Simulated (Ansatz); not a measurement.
Relative stability

The two ends of one reaction step of SnNH9O, singlet (PBE0-D4/def2-TZVP).

A:

| atom | x (Å) | y (Å) | z (Å) |
| --- | --- | --- | --- |
| Sn1 | -1.0933 | -0.1711 | -1.4993 |
| H2 | -0.9336 | -1.2672 | -0.1921 |
| H3 | 0.4150 | 0.2780 | -2.1441 |
| H4 | -2.1132 | 1.1347 | -1.1253 |
| H5 | -1.8918 | -1.0915 | -2.7224 |
| H6 | 0.9449 | 0.7108 | 1.1524 |
| N7 | 0.3458 | 1.3716 | 0.6643 |
| H8 | 0.5151 | -1.5251 | 1.0544 |
| O9 | 1.2283 | -1.3415 | 1.6774 |
| H10 | 0.9347 | 2.0976 | 0.2752 |
| H11 | -0.2504 | 1.8090 | 1.3565 |
| H12 | 1.8987 | -2.0054 | 1.5029 |

B:

Sn1  (-0.762, 0.678, -1.166)
H2  (-0.073, -3.282, -0.454)
H3  (0.523, -0.094, -1.968)
H4  (-1.483, 1.850, -2.191)
H5  (-1.933, -0.387, -0.554)
H6  (0.716, 0.018, 1.320)
N7  (0.082, 1.586, 0.474)
H8  (0.119, -2.758, 0.047)
O9  (0.857, -0.924, 1.548)
H10  (0.761, 2.292, 0.215)
H11  (-0.610, 2.045, 1.055)
H12  (1.802, -1.024, 1.674)
(Å)

Ansatz 0.2.0; basis: def2-TZVPP; cores frozen in the correlated methods. Filled d shells of the heavier atoms are correlated. Core potentials replace the inner electrons of the atoms past krypton. The def2 sets are not built for correlating such inner shells, so the correlated values are less sure here. B3LYP uses VWN-RPA correlation.

(1) Which structure is lower at CCSD(T), and by how much? (Judge from chemistry; the value comes from the calculation.)

No T1 diagnostic of these runs exceeds 0.012.

## Answers

(1) Computed: A, by 0.331 eV (electronic energy, against the other). By their contacts, A is a complex of SnH₄ + H₂O + NH₃ and B is a complex of SnNH₅ ([NH2][SnH3]) + H₂O + H₂.

All methods give the same order:

```json
{"method": "SPW92", "E(B) − E(A) (eV)": "0.412"}
{"method": "PBE-D4", "E(B) − E(A) (eV)": "0.322"}
{"method": "BLYP-D4", "E(B) − E(A) (eV)": "0.270"}
{"method": "r2SCAN-D4", "E(B) − E(A) (eV)": "0.326"}
{"method": "B97M-V", "E(B) − E(A) (eV)": "0.491"}
{"method": "PBE0-D4", "E(B) − E(A) (eV)": "0.380"}
{"method": "B3LYP-D4", "E(B) − E(A) (eV)": "0.329"}
{"method": "r2SCAN0-D4", "E(B) − E(A) (eV)": "0.378"}
{"method": "BHLYP-D4", "E(B) − E(A) (eV)": "0.393"}
{"method": "CAM-B3LYP-D4", "E(B) − E(A) (eV)": "0.357"}
{"method": "wB97X-V", "E(B) − E(A) (eV)": "0.345"}
{"method": "wB97M-V", "E(B) − E(A) (eV)": "0.369"}
{"method": "B2PLYP", "E(B) − E(A) (eV)": "0.311"}
{"method": "PBE-QIDH", "E(B) − E(A) (eV)": "0.357"}
{"method": "RPA on PBE", "E(B) − E(A) (eV)": "0.306"}
{"method": "HF", "E(B) − E(A) (eV)": "0.473"}
{"method": "MP2", "E(B) − E(A) (eV)": "0.249"}
{"method": "CCSD", "E(B) − E(A) (eV)": "0.369"}
{"method": "CCSD(T)", "E(B) − E(A) (eV)": "0.331"}
```

Labels in which every atom is bracketed show which atoms are joined, not bond orders.

For scale, one of the runs: CCSD(T)/def2-TZVPP, 238 basis functions, launched by `ansatz run in.yaml --threads 4 --pin off --events-out ev --progress --plain --max-ram 9574MiB`. The run took 2.2 min on 4 CPU threads of an Arm Neoverse V2 (shared host), with 5 GiB of host memory at its peak.
